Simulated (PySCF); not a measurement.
Species: `C=C[C@@H](C)C=C(C)C`. The columns A, B, C and D hold Mulliken, IAO, Hirshfeld and ESP-fitted charges (e) of one PBE0/pcSseg-1 density (PySCF), in a shuffled order. Coordinates in Å (GFN2-xTB); the density's dipole moment is (-0.72, -0.16, -0.18) D.

```csv
atom,x,y,z,A,B,C,D
C1,3.024,1.147,-0.056,-0.112,-0.335,-0.154,-0.373
C2,1.735,1.138,-0.337,-0.037,-0.128,-0.150,-0.329
C3,0.866,-0.069,-0.561,-0.022,-0.107,-0.316,+0.545
C4,1.630,-1.393,-0.537,-0.118,-0.416,-0.199,-0.563
C5,-0.192,-0.082,0.512,-0.057,-0.173,-0.013,-0.639
C6,-1.511,-0.018,0.374,+0.010,+0.019,-0.425,+0.449
C7,-2.414,-0.057,1.574,-0.119,-0.420,-0.160,-0.575
C8,-2.249,0.090,-0.927,-0.118,-0.425,-0.161,-0.606
H9,3.609,0.248,0.028,+0.041,+0.142,+0.109,+0.163
H10,3.558,2.070,0.096,+0.043,+0.150,+0.114,+0.172
H11,1.196,2.076,-0.406,+0.040,+0.142,+0.098,+0.165
H12,0.400,0.043,-1.545,+0.041,+0.135,+0.130,-0.001
H13,0.944,-2.216,-0.729,+0.039,+0.145,+0.123,+0.137
H14,2.090,-1.553,0.435,+0.038,+0.137,+0.111,+0.155
H15,2.404,-1.401,-1.301,+0.039,+0.139,+0.117,+0.132
H16,0.219,-0.159,1.511,+0.034,+0.132,+0.080,+0.226
H17,-3.090,-0.910,1.510,+0.042,+0.143,+0.117,+0.156
H18,-1.844,-0.135,2.496,+0.044,+0.144,+0.108,+0.142
H19,-3.024,0.845,1.618,+0.042,+0.143,+0.117,+0.158
H20,-1.585,0.090,-1.784,+0.042,+0.140,+0.112,+0.158
H21,-2.834,1.010,-0.945,+0.044,+0.147,+0.122,+0.161
H22,-2.943,-0.744,-1.029,+0.044,+0.146,+0.121,+0.167
```

Q: Which column most likely holds the ESP-fitted charges?

A: D. Σ q r misses the density's dipole by 0.03 D (D), 0.14 D (A), 0.20 D (B), 0.70 D (C). Charges fitted to the outside potential are the only set here that is tied to the molecule's multipoles.

Q: And the Hirshfeld charges?

A: A. The mean sizes are 0.053 e (A), 0.144 e (C), 0.182 e (B), 0.281 e (D), and Hirshfeld charges are commonly the smallest of these schemes.

As computed, A = Hirshfeld, B = IAO, C = Mulliken, D = ESP-fitted. Hydrogens on carbon: Hirshfeld +0.03 to +0.04, IAO +0.13 to +0.15, Mulliken +0.08 to +0.13, ESP-fitted 0.00 to +0.23 e.

The Hirshfeld scheme weights the molecular density at each point by an atom's share of the summed free-atom densities. The ESP scheme fits charges at the nuclei, held to the total charge, to the electrostatic potential on points at 1.4 to 2.0 times the van der Waals radii.

One conformer (not necessarily the lowest) at the GFN2-xTB geometry, without solvent, vibrations or thermal averaging.

The values belong to the conformer `[CH2:1]=[CH:2][C@@H:3]([CH3:4])[CH:5]=[C:6]([CH3:7])[CH3:8]`: C1–C2–C3–C4 -4°, C2–C3–C5–C6 119°.
